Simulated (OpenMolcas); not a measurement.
GeCl at 2.198 Å: OpenMolcas input and output

Input (each module block was a call of its own in one work directory; start orbitals came from a preliminary run):

```
&GATEWAY
Coord
2
angstrom
Ge 0.0 0.0 0.0
Cl 0.0 0.0 2.1980
Basis=ANO-RCC-VTZP
Group=XY
RX2C
AMFI
ANGMom
0.0 0.0 0.0
RICD
&SEWARD
&GUESSORB
* RASSCF and CASPT2 blocks for each multiplicity and irrep, as for the first:
&RASSCF
FileOrb=$CurrDir/o22.orb
Symmetry=2
Spin=2
nActEl=9 0 0
Inactive=12 8
RAS2=3 4
CIRoot=8 8 1
Linear
Iterations=120 100
OrbListing=Nothing
PRWF=0.15
>>COPY $Project.RasOrb $CurrDir/o22.orb
>>COPY $Project.rasscf.h5 $CurrDir/r22.h5
&CASPT2
XMultistate=all
Imaginary=0.2
IPEA=0.25
MaxIter=40
>>COPY $Project.JobMix JOB001
&RASSI
Nr of JobIphs=4 8 5 1 4
1 2 3 4 5 6 7 8
1 2 3 4 5
1
1 2 3 4
SpinOrbit
EJob
Omega
MEES
MESO
Properties=4
'AngMom' 3 'Mltpl  1' 1 'Mltpl  1' 2 'Mltpl  1' 3
Thrs=1.0d-4
>>COPY $Project.rassi.h5 $CurrDir/so.h5
```

```bash
pymolcas m.inp
```

C2 symmetry about the axis (a holds Σ, Δ, Γ; b holds Π, Φ, H; Σ⁺ and Σ⁻ are not told apart); roots by multiplicity and irrep: 2b 8, 2a 5, 4a 1, 4b 4.

RASSI part of the output, in excerpt:

```
SPIN-FREE ENERGIES:
  (Shifted by EMIN (a.u.) =      -2558.3245625232)
 SF State       Relative EMIN(au)   Rel lowest level(eV)    D:o, cm**(-1)      Abs_M
     1             0.0000000000        0.0000000000              0.0000         1.0
     2             0.0000000020        0.0000000558              0.0004         1.0
     9             0.1084915059        2.9522042716          23811.1333         0.0
    14             0.1307436943        3.5577171639          28694.9241         0.0
    15             0.1849889805        5.0338066005          40600.3883         1.0
    16             0.1849889805        5.0338066005          40600.3883         1.0
    10             0.1905221755        5.1843725065          41814.7842         2.0
    11             0.1905670722        5.1855942076          41824.6379         2.0
    12             0.1986883717        5.4065860255          43607.0571         0.0
     3             0.2013336242        5.4785670135          44187.6230         1.0
     4             0.2013336297        5.4785671620          44187.6242         1.0
    13             0.2212537324        6.0206207715          48559.5814         0.0
    17             0.2292636874        6.2385827495          50317.5633         1.0
    18             0.2292636874        6.2385827495          50317.5633         1.0
     5             0.2309188396        6.2836217353          50680.8272         3.0
     6             0.2309188410        6.2836217739          50680.8275         3.0
     7             0.2379422174        6.4747375822          52222.2805         1.1
     8             0.2379422235        6.4747377480          52222.2818         1.1
++ Dipole transition strengths (spin-free states):
     for osc. strength at least  1.00000000E-05
      From   To        Osc. strength     Einstein coefficients Ax, Ay, Az (sec-1)    Total A (sec-1)
         1    9       9.33723649E-04  3.26843257E+05  2.62754422E+04  0.00000000E+00  3.53118700E+05
         1   10       2.46102091E-02  3.24907979E+05  2.83774285E+07  0.00000000E+00  2.87023364E+07
         1   11       2.46053870E-02  2.83839767E+07  3.26262257E+05  0.00000000E+00  2.87102389E+07
         1   12       2.48613159E-02  2.36342759E+06  2.91706328E+07  0.00000000E+00  3.15340604E+07
         1    4       2.15292144E-02  0.00000000E+00  0.00000000E+00  2.80395934E+07  2.80395934E+07
         1   13       4.08967809E-02  5.94997938E+07  4.82541717E+06  0.00000000E+00  6.43252110E+07
         1    5       5.41111487E-04  0.00000000E+00  0.00000000E+00  9.27078201E+05  9.27078201E+05
         1    8       3.97354762E-02  0.00000000E+00  0.00000000E+00  7.22823621E+07  7.22823621E+07
         2    9       9.33723867E-04  2.62754475E+04  3.26843321E+05  0.00000000E+00  3.53118769E+05
         2   10       2.46102068E-02  2.83774252E+07  3.24907921E+05  0.00000000E+00  2.87023331E+07
         2   11       2.46053847E-02  3.26262214E+05  2.83839734E+07  0.00000000E+00  2.87102356E+07
         2   12       2.48613117E-02  2.91706273E+07  2.36342718E+06  0.00000000E+00  3.15340544E+07
         2    3       2.15292178E-02  0.00000000E+00  0.00000000E+00  2.80395958E+07  2.80395958E+07
         2   13       4.08967835E-02  4.82541739E+06  5.94997965E+07  0.00000000E+00  6.43252139E+07
         2    6       5.41104010E-04  0.00000000E+00  0.00000000E+00  9.27065386E+05  9.27065386E+05
         2    7       3.97355420E-02  0.00000000E+00  0.00000000E+00  7.22824768E+07  7.22824768E+07
         9    3       2.34668132E-05  4.90176191E+02  6.00895166E+03  0.00000000E+00  6.49912785E+03
         9    4       2.34668610E-05  6.00896464E+03  4.90177230E+02  0.00000000E+00  6.49914187E+03
         9   13       7.53507572E-04  0.00000000E+00  0.00000000E+00  3.07840524E+05  3.07840524E+05
         9    7       2.38479893E-05  9.25407016E+02  1.19147855E+04  0.00000000E+00  1.28401925E+04
         9    8       2.38480904E-05  1.19148369E+04  9.25411212E+02  0.00000000E+00  1.28402481E+04
        14   15       9.57593098E-04  9.01450000E+04  3.89873824E+02  0.00000000E+00  9.05348738E+04
        14   16       9.57593095E-04  3.89873824E+02  9.01449998E+04  0.00000000E+00  9.05348736E+04
        14   17       9.52609879E-04  2.42223883E+04  2.72858497E+05  0.00000000E+00  2.97080886E+05
        14   18       9.52609840E-04  2.72858498E+05  2.42223755E+04  0.00000000E+00  2.97080873E+05
        10    3       3.96268139E-05  1.46950463E+02  1.87177286E+00  0.00000000E+00  1.48822236E+02
        10    4       3.96268006E-05  1.87178751E+00  1.46950548E+02  0.00000000E+00  1.48822336E+02
        10    5       3.74886029E-04  6.29345426E+03  1.33628173E+04  0.00000000E+00  1.96562716E+04
        10    6       3.74885597E-04  1.33627923E+04  6.29345800E+03  0.00000000E+00  1.96562503E+04
        10    7       2.07170977E-04  1.42802460E+04  6.87750191E+02  0.00000000E+00  1.49679962E+04
        10    8       2.07170725E-04  6.87754965E+02  1.42802269E+04  0.00000000E+00  1.49679818E+04
        11    3       3.99746079E-05  1.68390239E+00  1.47200219E+02  0.00000000E+00  1.48884121E+02
        11    4       3.99746607E-05  1.47200575E+02  1.68389369E+00  0.00000000E+00  1.48884469E+02
        11    5       2.79460085E-04  7.96631039E+03  6.65397305E+03  0.00000000E+00  1.46202834E+04
        11    6       2.79460545E-04  6.65397329E+03  7.96633525E+03  0.00000000E+00  1.46203085E+04
        11    7       3.18906361E-04  1.75488109E+00  2.29954563E+04  0.00000000E+00  2.29972111E+04
        11    8       3.18906832E-04  2.29954964E+04  1.75465865E+00  0.00000000E+00  2.29972510E+04
        12    3       2.75682295E-05  5.72374288E+00  4.74292219E-01  0.00000000E+00  6.19803510E+00
        12    4       2.75682853E-05  4.74295138E-01  5.72377808E+00  0.00000000E+00  6.19807322E+00
         3   13       2.06698006E-05  2.02129977E+01  2.43317301E+02  0.00000000E+00  2.63530299E+02
         3    7       3.79919580E-04  0.00000000E+00  0.00000000E+00  1.63594477E+04  1.63594477E+04
         4   13       2.06698032E-05  2.43317200E+02  2.02129887E+01  0.00000000E+00  2.63530188E+02
         4    8       3.79919223E-04  0.00000000E+00  0.00000000E+00  1.63594329E+04  1.63594329E+04
 Electric-quadrupole - electric-quadrupole not included
 Electric-dipole - electric-octupole not included
 Electric-dipole - magnetic-quadrupole not included
   Eigenvalues of complex Hamiltonian:
  (Shifted by EMIN (a.u.) =      -2558.3245625232)
 SO State       Relative EMIN(au)   Rel lowest level(eV)    D:o, cm**(-1)      Omega
     1            -0.0018795096        0.0000000000              0.0000         0.5
     2            -0.0018795096        0.0000000000              0.0000         0.5
     3             0.0017893301        0.0998342134            805.2172         1.5
     4             0.0017893301        0.0998342134            805.2172         1.5
     5             0.1084783603        3.0029906225          24220.7528         0.5
     6             0.1084783603        3.0029906225          24220.7528         0.5
     7             0.1306089331        3.6051941879          29077.8521         0.5
     8             0.1306089331        3.6051941879          29077.8521         0.5
     9             0.1307449496        3.6088953834          29107.7043         1.5
    10             0.1307449496        3.6088953834          29107.7043         1.5
    11             0.1837487077        5.0512011188          40740.6846         2.5
    12             0.1837487077        5.0512011188          40740.6846         2.5
    13             0.1844273048        5.0696666863          40889.6194         1.5
    14             0.1844273048        5.0696666863          40889.6194         1.5
    15             0.1852173895        5.0911659874          41063.0230         0.5
    16             0.1852173895        5.0911659874          41063.0230         0.5
    17             0.1861255215        5.1158775155          41262.3349         0.5
    18             0.1861255215        5.1158775155          41262.3349         0.5
    19             0.1904100819        5.2324663454          42202.6872         2.4
    20             0.1904100819        5.2324663454          42202.6872         2.4
    21             0.1904914239        5.2346797736          42220.5397         1.6
    22             0.1904914239        5.2346797736          42220.5397         1.6
    23             0.1985633443        5.4543279161          43992.1215         0.5
    24             0.1985633443        5.4543279161          43992.1215         0.5
    25             0.2013580847        5.5303766778          44605.4961         1.5
    26             0.2013580847        5.5303766778          44605.4961         1.5
    27             0.2016633619        5.5386836936          44672.4967         0.5
    28             0.2016633619        5.5386836936          44672.4967         0.5
    29             0.2212683560        6.0721627610          48975.2955         0.5
    30             0.2212683560        6.0721627610          48975.2955         0.5
    31             0.2276639664        6.2461961862          50378.9698         0.5
    32             0.2276639664        6.2461961862          50378.9698         0.5
    33             0.2287667481        6.2762044038          50621.0024         0.5
    34             0.2287667481        6.2762044038          50621.0024         0.5
    35             0.2296690998        6.3007586447          50819.0457         3.5
    36             0.2296690998        6.3007586447          50819.0457         3.5
    37             0.2299344810        6.3079800350          50877.2901         1.5
    38             0.2299344810        6.3079800350          50877.2901         1.5
    39             0.2312343358        6.3433508854          51162.5753         2.5
    40             0.2312343358        6.3433508854          51162.5753         2.5
    41             0.2322035984        6.3697258638          51375.3038         2.5
    42             0.2322035984        6.3697258638          51375.3038         2.5
    43             0.2368134648        6.4951667195          52387.0526         0.7
    44             0.2368134648        6.4951667195          52387.0526         0.7
    45             0.2391089614        6.5576303651          52890.8558         1.5
    46             0.2391089614        6.5576303651          52890.8558         1.5
 Weights of the five most important spin-orbit-free states for each spin-orbit state.
 SO State  Total energy (au)           Spin-free states, spin, and weights
    1        -0.001880       1 0.5  0.4998    2 0.5  0.4998    9 0.5  0.0003   14 1.5  0.0001   13 0.5  0.0000
    2        -0.001880       1 0.5  0.4998    2 0.5  0.4998    9 0.5  0.0003   14 1.5  0.0001   13 0.5  0.0000
    3         0.001789       2 0.5  0.4999    1 0.5  0.4999   14 1.5  0.0002   11 0.5  0.0000   10 0.5  0.0000
    4         0.001789       2 0.5  0.4999    1 0.5  0.4999   14 1.5  0.0002   11 0.5  0.0000   10 0.5  0.0000
    5         0.108478       9 0.5  0.9992   17 1.5  0.0002   18 1.5  0.0002    1 0.5  0.0002    2 0.5  0.0002
    6         0.108478       9 0.5  0.9992   17 1.5  0.0002   18 1.5  0.0002    1 0.5  0.0002    2 0.5  0.0002
    7         0.130609      14 1.5  0.9982   13 0.5  0.0011   18 1.5  0.0002   17 1.5  0.0002    9 0.5  0.0001
    8         0.130609      14 1.5  0.9982   13 0.5  0.0011   18 1.5  0.0002   17 1.5  0.0002    9 0.5  0.0001
    9         0.130745      14 1.5  0.9996    2 0.5  0.0001    1 0.5  0.0001   18 1.5  0.0001   17 1.5  0.0001
   10         0.130745      14 1.5  0.9996    2 0.5  0.0001    1 0.5  0.0001   18 1.5  0.0001   17 1.5  0.0001
   11         0.183749      16 1.5  0.5000   15 1.5  0.5000   17 1.5  0.0000   18 1.5  0.0000   10 0.5  0.0000
   12         0.183749      16 1.5  0.5000   15 1.5  0.5000   17 1.5  0.0000   18 1.5  0.0000   10 0.5  0.0000
   13         0.184427      15 1.5  0.4955   16 1.5  0.4955    3 0.5  0.0044    4 0.5  0.0044   14 1.5  0.0001
   14         0.184427      15 1.5  0.4955   16 1.5  0.4955    3 0.5  0.0044    4 0.5  0.0044   14 1.5  0.0001
   15         0.185217      16 1.5  0.4940   15 1.5  0.4940    3 0.5  0.0045    4 0.5  0.0045   12 0.5  0.0029
   16         0.185217      16 1.5  0.4940   15 1.5  0.4940    3 0.5  0.0045    4 0.5  0.0045   12 0.5  0.0029
   17         0.186126      15 1.5  0.4958   16 1.5  0.4958   12 0.5  0.0082   13 0.5  0.0001   14 1.5  0.0001
   18         0.186126      15 1.5  0.4958   16 1.5  0.4958   12 0.5  0.0082   13 0.5  0.0001   14 1.5  0.0001
   19         0.190410      10 0.5  0.7742   11 0.5  0.2226   18 1.5  0.0011   17 1.5  0.0011    5 0.5  0.0004
   20         0.190410      10 0.5  0.7742   11 0.5  0.2226   18 1.5  0.0011   17 1.5  0.0011    5 0.5  0.0004
   21         0.190491      11 0.5  0.7736   10 0.5  0.2221    3 0.5  0.0014    4 0.5  0.0014   18 1.5  0.0005
   22         0.190491      11 0.5  0.7736   10 0.5  0.2221    3 0.5  0.0014    4 0.5  0.0014   18 1.5  0.0005
   23         0.198563      12 0.5  0.9689   13 0.5  0.0087    3 0.5  0.0056    4 0.5  0.0056   15 1.5  0.0051
   24         0.198563      12 0.5  0.9689   13 0.5  0.0087    3 0.5  0.0056    4 0.5  0.0056   15 1.5  0.0051
   25         0.201358       3 0.5  0.4940    4 0.5  0.4940   16 1.5  0.0044   15 1.5  0.0044   11 0.5  0.0016
   26         0.201358       3 0.5  0.4940    4 0.5  0.4940   16 1.5  0.0044   15 1.5  0.0044   11 0.5  0.0016
   27         0.201663       4 0.5  0.4896    3 0.5  0.4896   12 0.5  0.0097   15 1.5  0.0050   16 1.5  0.0050
   28         0.201663       4 0.5  0.4896    3 0.5  0.4896   12 0.5  0.0097   15 1.5  0.0050   16 1.5  0.0050
   29         0.221268      13 0.5  0.9430   17 1.5  0.0224   18 1.5  0.0224   12 0.5  0.0098   14 1.5  0.0013
   30         0.221268      13 0.5  0.9430   17 1.5  0.0224   18 1.5  0.0224   12 0.5  0.0098   14 1.5  0.0013
...
```

Only roots inside an energy window near the equilibrium distance were included, so the list of states is not complete; labels number the states computed. Each spin and symmetry block has orbitals of its own, averaged over its own roots, so gaps between blocks are less sure than gaps within one and near the minimum can be off by tenths of an eV, in bad cases by more. No Rydberg orbitals are active, so Rydberg states, and σ→σ* states whose orbital the CASSCF left unused, can be missing between those listed. CASPT2 splits the two components of degenerate states numerically, here by up to 10 cm⁻¹.
